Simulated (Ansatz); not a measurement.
Species: sum formula BNH₂F (charge 0, doublet). It need not be the lowest isomer of its formula. 
Geometry from a B3LYP-D3(BJ)/def2-TZVP (Ansatz, a first-principles code) optimisation:
```xyz
5

B     -0.3380     0.0907    -0.2603
F      0.1698     1.0668     0.4915
H     -1.2966     0.3183    -0.9451
N      0.1203    -1.2294    -0.1846
H      0.6159    -1.7671    -0.8846
```
Charge 0, spin multiplicity 2.

Basis-set convergence of Hartree-Fock and MP2 correlation energies (hartree) with Ansatz. Cores are frozen in the correlated levels unless marked. Open shells are spin-unrestricted. Spin-orbit coupling is left out. Non-relativistic.

| basis | functions | E(HF) | E(corr, MP2) |
|---|---|---|---|
| aug-cc-pVDZ | 87 | -179.79303 | -0.42495 |
| aug-cc-pVTZ | 184 | (withheld) | (withheld) |

Task: Fill in the missing entries.

Result: 
- aug-cc-pVTZ, E(HF): -179.84577
- aug-cc-pVTZ, E(corr, MP2): -0.52857
